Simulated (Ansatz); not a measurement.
Abridged output of a molecular run in Ansatz:

```
Functional definition: HF
1478 factors; integrals over basis functions are off by at most 1.3e-3 eV
mean field evaluation 1: about -9619.8629 eV, gradient 7.2e1 eV
mean field evaluation 2: about -9619.9706 eV, gradient 7.2e1 eV
mean field evaluation 4: about -9628.4794 eV, gradient 3.1e0 eV
mean field evaluation 8: about -9628.5471 eV, gradient 3.4e-1 eV
mean field evaluation 16: about -9628.5475 eV, gradient 1.3e-6 eV
mean field -9628.54751394 eV, -353.8425946734 hartree, gradient 1.3e-6 eV, S^2 0.000000; 0 other end points of the search recorded, 0 dependent functions left out
4 core orbitals not correlated: weight in the atoms' cores, before any rotation towards them, 1.000 or more for the frozen orbitals, at most 0.000 for the correlated occupied ones
reference -9628.54751394 eV, -353.8425946734 hartree; 20, 20 occupied and 212, 212 virtual orbitals, 1478 factors
second order -34.70569905 eV of doubles, -0.00000000 eV of singles
cycle   1  -33.82634878 eV  change    8.8e-1 eV  update   1.5e-1
cycle   2  -34.57201948 eV  change   -7.5e-1 eV  update   5.3e-2
cycle   3  -34.78284471 eV  change   -2.1e-1 eV  update   2.4e-2
cycle   4  -34.76672764 eV  change    1.6e-2 eV  update   6.9e-3
cycle   5  -34.75738113 eV  change    9.3e-3 eV  update   2.4e-3
cycle   6  -34.75862097 eV  change   -1.2e-3 eV  update   9.4e-4
cycle   7  -34.75877663 eV  change   -1.6e-4 eV  update   2.6e-4
cycle   8  -34.75852508 eV  change    2.5e-4 eV  update   1.1e-4
cycle   9  -34.75854587 eV  change   -2.1e-5 eV  update   3.7e-5
perturbative correction -1.27810446 eV, -0.0469694726 hartree
Total energy: -9664.58416426 eV, -355.1669171463 hartree
```

Its atoms:

```xyz
9

N    -0.8364   -0.9176    1.1308
Hf    0.3013    0.3528    0.0191
O    -0.9002    1.4121   -1.0433
O     1.5783   -0.7136   -0.9425
F     1.2741    1.5404    1.1847
H    -1.7899   -0.7522    1.4192
H    -0.5416   -1.8175    1.4814
H    -1.3045    1.9659   -1.7018
H     2.2189   -1.0702   -1.5476
```

Problem. Which basis set was used?
A. def2-QZVPP
B. cc-pV(D+d)Z
C. def2-TZVPP
D. cc-pV(Q+d)Z

Solution. C. It gives 236 functions.

Problem. Write the keys of the input that set method, charge and spin (a neutral closed shell needs none for the last two).

Solution. 
```yaml
correlation: {method: ccsd_t}
```
